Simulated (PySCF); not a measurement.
PySCF input (M06-2X/def2-TZVPD):

```python
from pyscf import gto, scf, dft

mol = gto.M(
    atom='''
    N     1.80042323    0.43294750   -0.25388330
    C     0.57349277    0.13340330    0.48361393
    C    -0.55146146   -0.21477056   -0.47993405
    N    -1.77873919   -0.51303223    0.25750517
    H     2.58130902    0.55519404    0.37861001
    H     1.70399252    1.29568317   -0.77734141
    H     0.23887006    0.95478070    1.13787577
    H     0.75705692   -0.72728797    1.12901141
    H    -0.26187200   -1.10155674   -1.04630088
    H    -0.66119244    0.60496401   -1.20841610
    H    -2.50030647   -0.85435721   -0.36508019
    H    -2.14183376    0.32137664    0.70420897
    ''',
    basis='def2-tzvpd',
    charge=0,
    spin=0,
    verbose=4,
)

mf = dft.RKS(mol, xc='m062x').density_fit(auxbasis='def2-universal-jkfit')
mf.grids.level = 4
mf.conv_tol = 1e-9
mf.max_cycle = 100
mf.max_memory = 1500
mf.kernel()
if not mf.converged:
    mf = mf.newton()
    mf.kernel(mf.make_rdm1())
mf.analyze()
```

Output:

```
PySCF version 2.14.0

[INPUT] verbose = 4
[INPUT] num. atoms = 12
[INPUT] num. electrons = 34
[INPUT] charge = 0
[INPUT] spin (= nelec alpha-beta = 2S) = 0
[INPUT] symmetry False subgroup None
[INPUT] Mole.unit = angstrom
[INPUT] Symbol           X                Y                Z      unit          X                Y                Z       unit  Magmom
[INPUT]  1 N      1.800423230000   0.432947500000  -0.253883300000 AA    3.402306813005   0.818152201315  -0.479769904601 Bohr   0.0
[INPUT]  2 C      0.573492770000   0.133403300000   0.483613930000 AA    1.083744269718   0.252095701113   0.913897877725 Bohr   0.0
[INPUT]  3 C     -0.551461460000  -0.214770560000  -0.479934050000 AA   -1.042111127653  -0.405857538019  -0.906943912353 Bohr   0.0
[INPUT]  4 N     -1.778739190000  -0.513032230000   0.257505170000 AA   -3.361329916131  -0.969490407775   0.486614246960 Bohr   0.0
[INPUT]  5 H      2.581309020000   0.555194040000   0.378610010000 AA    4.877967090669   1.049164681591   0.715469226919 Bohr   0.0
[INPUT]  6 H      1.703992520000   1.295683170000  -0.777341410000 AA    3.220079181107   2.448486335508  -1.468962370183 Bohr   0.0
[INPUT]  7 H      0.238870060000   0.954780700000   1.137875770000 AA    0.451398992758   1.804274032021   2.150273569079 Bohr   0.0
[INPUT]  8 H      0.757056920000  -0.727287970000   1.129011410000 AA    1.430630239507  -1.374375076991   2.133522356409 Bohr   0.0
[INPUT]  9 H     -0.261872000000  -1.101556740000  -1.046300880000 AA   -0.494866359692  -2.081640549269  -1.977222107091 Bohr   0.0
[INPUT] 10 H     -0.661192440000   0.604964010000  -1.208416100000 AA   -1.249472627233   1.143216294119  -2.283575473515 Bohr   0.0
[INPUT] 11 H     -2.500306470000  -0.854357210000  -0.365080190000 AA   -4.724894455778  -1.614501139448  -0.689901572604 Bohr   0.0
[INPUT] 12 H     -2.141833760000   0.321376640000   0.704208970000 AA   -4.047479210747   0.607313832433   1.330762087762 Bohr   0.0

nuclear repulsion = 132.055447629484
number of shells = 92
number of NR pGTOs = 296
number of NR cGTOs = 220
basis = def2-tzvpd
ecp = {}

******** <class 'pyscf.df.df_jk.DFRKS'> ********
method = DFRKS
initial guess = minao
damping factor = 0
level_shift factor = 0
DIIS = <class 'pyscf.scf.diis.CDIIS'>
diis_start_cycle = 1
diis_space = 8
diis_damp = 0
SCF conv_tol = 1e-09
SCF conv_tol_grad = None
SCF max_cycles = 100
direct_scf = False
XC library pyscf.dft.libxc version 7.1.2
    S. Lehtola, C. Steigemann, M. J. T. Oliveira, and M. A. L. Marques,  SoftwareX 7, 1–5 (2018)
XC functionals = m062x
    Y. Zhao and D. G. Truhlar,  Theor. Chem. Acc. 120, 215 (2008)
    Y. Zhao and D. G. Truhlar,  Theor. Chem. Acc. 120, 215 (2008)
radial grids:
    Treutler-Ahlrichs [JCP 102, 346 (1995); DOI:10.1063/1.469408] (M4) radial grids

becke partition: Becke, JCP 88, 2547 (1988); DOI:10.1063/1.454033
pruning grids: <function nwchem_prune>
grids dens level: 4
symmetrized grids: False
atomic radii adjust function: <function treutler_atomic_radii_adjust>
small_rho_cutoff = 0
Set gradient conv threshold to 3.16228e-05
Initial guess from minao.
tot grids = 238632
[...]
cycle= 9 E= -190.502873570069  delta_E= -8.62e-10  |g|= 9.65e-06  |ddm|= 0.000481
  HOMO = -0.304943862170184  LUMO = 0.0178893653580813  gap/eV = 8.78474
Extra cycle  E= -190.502873570109  delta_E= -4.01e-11  |g|= 4.3e-06  |ddm|= 6.16e-05
converged SCF energy = -190.502873570109
**** SCF Summaries ****
Total Energy =                        -190.502873570108932
Nuclear Repulsion Energy =             132.055447629484092
One-electron Energy =                 -517.987874399033444
Two-electron Energy =                  195.429553199440448
Two-electron Coulomb Energy =          223.042648273867485
DFT Exchange-Correlation Energy =      -27.613095074427029
HOMO-LUMO gap [eV] =                     8.784739574354122
**** MO energy ****
MO #1   energy= -14.7261578579351  occ= 2
MO #2   energy= -14.7261566498423  occ= 2
MO #3   energy= -10.5534202542795  occ= 2
MO #4   energy= -10.5530341041129  occ= 2
MO #5   energy= -0.999363694049327 occ= 2
MO #6   energy= -0.971541872911855 occ= 2
MO #7   energy= -0.795187721667858 occ= 2
MO #8   energy= -0.680475038544451 occ= 2
MO #9   energy= -0.577601737885394 occ= 2
MO #10  energy= -0.55546467275816  occ= 2
MO #11  energy= -0.520418573520991 occ= 2
MO #12  energy= -0.511222356857426 occ= 2
MO #13  energy= -0.457985611170066 occ= 2
MO #14  energy= -0.415423218536864 occ= 2
MO #15  energy= -0.414305649330458 occ= 2
MO #16  energy= -0.312078424333653 occ= 2
MO #17  energy= -0.304943862170184 occ= 2
MO #18  energy= 0.0178893653580813 occ= 0
MO #19  energy= 0.0280328864885479 occ= 0
MO #20  energy= 0.0467627262226656 occ= 0
MO #21  energy= 0.0667669451541641 occ= 0
MO #22  energy= 0.0768958103578211 occ= 0
MO #23  energy= 0.100751278152066  occ= 0
MO #24  energy= 0.109994666832871  occ= 0
MO #25  energy= 0.114798406482148  occ= 0
MO #26  energy= 0.124796274835872  occ= 0
MO #27  energy= 0.144312995945505  occ= 0
MO #28  energy= 0.159811713531485  occ= 0
MO #29  energy= 0.162702674596241  occ= 0
MO #30  energy= 0.17455462343549   occ= 0
MO #31  energy= 0.187531263992349  occ= 0
MO #32  energy= 0.195246450548861  occ= 0
MO #33  energy= 0.201518531436215  occ= 0
MO #34  energy= 0.215355377270189  occ= 0
MO #35  energy= 0.22331732895119   occ= 0
MO #36  energy= 0.22333401466117   occ= 0
MO #37  energy= 0.239622404138008  occ= 0
MO #38  energy= 0.249088098161109  occ= 0
MO #39  energy= 0.252703854789553  occ= 0
MO #40  energy= 0.259868458625144  occ= 0
MO #41  energy= 0.268347801913239  occ= 0
MO #42  energy= 0.278153260511146  occ= 0
MO #43  energy= 0.299235659619429  occ= 0
MO #44  energy= 0.303171367892181  occ= 0
MO #45  energy= 0.304822420607996  occ= 0
MO #46  energy= 0.318421361733703  occ= 0
MO #47  energy= 0.327524180440252  occ= 0
MO #48  energy= 0.327630894640096  occ= 0
MO #49  energy= 0.331310317123628  occ= 0
MO #50  energy= 0.341943364503152  occ= 0
MO #51  energy= 0.344698748149611  occ= 0
MO #52  energy= 0.360893143156625  occ= 0
MO #53  energy= 0.361749307557862  occ= 0
MO #54  energy= 0.370082704029106  occ= 0
MO #55  energy= 0.378957026981913  occ= 0
MO #56  energy= 0.381424673050533  occ= 0
MO #57  energy= 0.396511653477335  occ= 0
MO #58  energy= 0.41180445572207   occ= 0
MO #59  energy= 0.430012244251127  occ= 0
MO #60  energy= 0.433210953160221  occ= 0
MO #61  energy= 0.436129578111106  occ= 0
MO #62  energy= 0.445609990871489  occ= 0
MO #63  energy= 0.459542246006057  occ= 0
MO #64  energy= 0.474960456590308  occ= 0
MO #65  energy= 0.47857304721927   occ= 0
MO #66  energy= 0.492334525572697  occ= 0
MO #67  energy= 0.496217883629519  occ= 0
MO #68  energy= 0.504096809226946  occ= 0
MO #69  energy= 0.516834756456112  occ= 0
MO #70  energy= 0.529931899714698  occ= 0
MO #71  energy= 0.543336614641862  occ= 0
MO #72  energy= 0.55321978958688   occ= 0
MO #73  energy= 0.571930212665862  occ= 0
MO #74  energy= 0.585396073246867  occ= 0
MO #75  energy= 0.605013808658909  occ= 0
MO #76  energy= 0.613794576030378  occ= 0
MO #77  energy= 0.624462739349599  occ= 0
MO #78  energy= 0.646642889586972  occ= 0
MO #79  energy= 0.674572097444963  occ= 0
MO #80  energy= 0.678110324835188  occ= 0
MO #81  energy= 0.692377963922584  occ= 0
MO #82  energy= 0.711721423552414  occ= 0
MO #83  energy= 0.721201051906669  occ= 0
MO #84  energy= 0.724104975941255  occ= 0
MO #85  energy= 0.737205135798356  occ= 0
MO #86  energy= 0.7636241268679    occ= 0
MO #87  energy= 0.767344244087384  occ= 0
MO #88  energy= 0.796978350209869  occ= 0
MO #89  energy= 0.832608559758717  occ= 0
MO #90  energy= 0.845908161199796  occ= 0
MO #91  energy= 0.858689322731755  occ= 0
MO #92  energy= 0.860238597377787  occ= 0
MO #93  energy= 0.885421586604083  occ= 0
MO #94  energy= 0.886928179700465  occ= 0
MO #95  energy= 0.919064287823032  occ= 0
MO #96  energy= 0.93740090726721   occ= 0
MO #97  energy= 0.946617484332766  occ= 0
MO #98  energy= 0.976196636264836  occ= 0
MO #99  energy= 0.988280082941243  occ= 0
MO #100 energy= 1.00846553164818   occ= 0
MO #101 energy= 1.05080605324991   occ= 0
MO #102 energy= 1.10379013007406   occ= 0
MO #103 energy= 1.13421869047572   occ= 0
MO #104 energy= 1.14849711469904   occ= 0
MO #105 energy= 1.21416135344239   occ= 0
MO #106 energy= 1.23193761878898   occ= 0
MO #107 energy= 1.25441527654141   occ= 0
[...]
```
